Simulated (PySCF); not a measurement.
ethane (C$_{2}$H$_{6}$), singlet, at a GFN2-xTB geometry. Base run: PySCF with PBE0/cc-pVDZ, polarisability.

Input for PySCF:
```python
from pyscf import gto, scf, dft
from pyscf.prop import polarizability

mol = gto.M(
    atom='''
C    -0.00063425   -0.00460240    0.76069610
C     0.00063425    0.00460240   -0.76069610
H     0.00531742    1.01117798    1.14976058
H    -0.88580270   -0.51053241    1.13981086
H     0.87762477   -0.52140267    1.14121540
H    -0.00531742   -1.01117798   -1.14976058
H    -0.87762477    0.52140267   -1.14121540
H     0.88580270    0.51053241   -1.13981086
''',
    basis='cc-pvdz',
    verbose=4,
)

mf = dft.RKS(mol)
mf.xc = 'pbe0'
mf.kernel()
alpha = mf.Polarizability().polarizability()[2, 2]
print('alpha_zz =', alpha)
```

Question: The base was run again with changes. Order these runs by alpha_zz (bohr³), lowest first: basis = STO-3G | functional = camb3lyp | basis = def2-SVPD | functional = pbe.

Answer: basis = STO-3G (alpha_zz (bohr³) 10.72), functional = camb3lyp (alpha_zz (bohr³) 25.32), functional = pbe (alpha_zz (bohr³) 26.09), basis = def2-SVPD (alpha_zz (bohr³) 30.21)

Finite-field rows take the second difference of the energy in a field along z; a small field with loose convergence shows SCF noise divided by the square of the field, and a large one adds hyperpolarisability.
